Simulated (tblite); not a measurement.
Compound: C₆H₃ClFO (doublet state).
Bonds: O1–C2, C2–C3 (aromatic), C3–Cl4, C3–C5 (aromatic), C5–C6 (aromatic), C6–C7 (aromatic), C7–C8 (aromatic), C8–F9, C2–C8 (aromatic). Hydrogens: H10 on O1; H11 on C6; H12 on C7.

The geometry is computed with GFN2-xTB (gas phase). This method treats the open shell by occupation alone, without spin polarisation.

(1) Give the optimised bond lengths and angles.

Answers

(1) 
| bond | length (pm) | order |
| --- | --- | --- |
| O1–C2 | 134.0 | single |
| C2–C3 | 140.7 | aromatic |
| C3–Cl4 | 174.2 | single |
| C3–C5 | 135.9 | aromatic |
| C5–C6 | 136.1 | aromatic |
| C6–C7 | 139.3 | aromatic |
| C7–C8 | 138.2 | aromatic |
| C8–F9 | 134.6 | single |
| C2–C8 | 139.8 | aromatic |
| O1–H10 | 97.1 | single |
| C6–H11 | 107.7 | single |
| C7–H12 | 107.8 | single |

Orders are formal, as drawn. A selection of angles:
| angle | degrees |
| --- | --- |
| C2–O1–H10 | 109.0 |
| O1–C2–C3 | 122.5 |
| O1–C2–C8 | 121.0 |
| C3–C2–C8 | 116.5 |
| C2–C3–Cl4 | 117.8 |
| C2–C3–C5 | 119.0 |
| Cl4–C3–C5 | 123.2 |
| C3–C5–C6 | 125.4 |
| C5–C6–C7 | 116.7 |
| C5–C6–H11 | 122.4 |
| C7–C6–H11 | 121.0 |
| C6–C7–C8 | 119.7 |
| C6–C7–H12 | 121.0 |
| C8–C7–H12 | 119.3 |
| C7–C8–F9 | 118.8 |
| C2–C8–C7 | 122.8 |
| C2–C8–F9 | 118.3 |

Torsions: H10–O1–C2–C3 0° (synperiplanar).

Of the pairs four or more bonds apart, Cl4···H10 is among the closest relative to their van der Waals radii: 2.36 Å, 80 % of the sum of Bondi's values. C6 (carbon bonded to 2 C and H) is planar (angles 122.4°, 121.0° and 116.7°, sum 360.0°, 0.00 Å off the plane of its three neighbours). C2 (carbon bonded to 2 C and O) is planar (angles 122.5°, 121.0° and 116.5°, sum 360.0°, 0.00 Å off the plane of its three neighbours). The 6-membered ring C2–C3–C5–C6–C7–C8 has internal angles of 116.5° to 125.4°; it is planar, 0.00 Å rms from its mean plane, widest ring torsion 0°. C3 (carbon bonded to 2 C and Cl) is planar (angles 123.2°, 119.0° and 117.8°, sum 360.0°, 0.00 Å off the plane of its three neighbours). O1 (oxygen bonded to C and H) is bent (angle 109.0°). C8 (carbon bonded to 2 C and F) is planar (angles 122.8°, 118.8° and 118.3°, sum 360.0°, 0.00 Å off the plane of its three neighbours).

Point group: Cs (tolerance 0.08 Å). Its GFN2-xTB frequencies are all real (lowest 110 cm⁻¹). Torsions: H–O1–C2–C3 0°.

On Intel Xeon at 2.50 GHz, one thread, shared host with 64 logical CPUs at a one-minute load of 45, this took 1.1 s of wall time. This is the geometry optimisation.

One conformer stands for the species.
